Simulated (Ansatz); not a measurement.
The O3–H4 bond of GaH3O2 (SMILES [OH][GaH][OH]) is stretched (multiplicity 1, the rest rigid).
Geometry at rest (charge 0, multiplicity 1):
```xyz
6

Ga    -0.2440    -0.1775    -0.1512
H     -1.3542    -1.0163    -0.8271
O      0.0204     1.5378    -0.5766
H      0.7423     1.9403    -0.0819
O      0.9023    -0.7560     1.1056
H      0.7953    -1.6758     1.3651
```

Correlated levels freeze the cores. Filled d and f shells under p-block atoms count as core.

Codes used: Ansatz (Gaussian orbitals). Each number belongs to the level named beside it.

FIC-MRCISD+Q on CASSCF(4,3)/cc-pVTZ, total energies (hartree):

```tsv
R (Å)	CASSCF	MRCISD	weight c² of the reference
0.963	-2074.898877	-2075.403956	0.89474
1.686	-2074.779729	-2075.271534	0.89364
3.082	-2074.733220	-2075.213648	0.89655
```

### Question
Add the Davidson correction (E_MRCISD − E_CASSCF)(1 − c²)/c² and give the energies above the first point at the three levels.

### Answer

Corrections (hartree): -0.059419, -0.058532, -0.055434. Above the first point (kcal/mol):
- R = 1.686 Å: CASSCF 74.8, MRCISD 83.1, with the correction 83.7
- R = 3.082 Å: CASSCF 104.0, MRCISD 119.4, with the correction 121.9

Doubts at one or more of the structures used: active orbitals that take no part (FIC-MRCISD+Q on CASSCF(4,3)/cc-pVTZ).

Ansatz is a quantum-chemistry and plane-wave program.
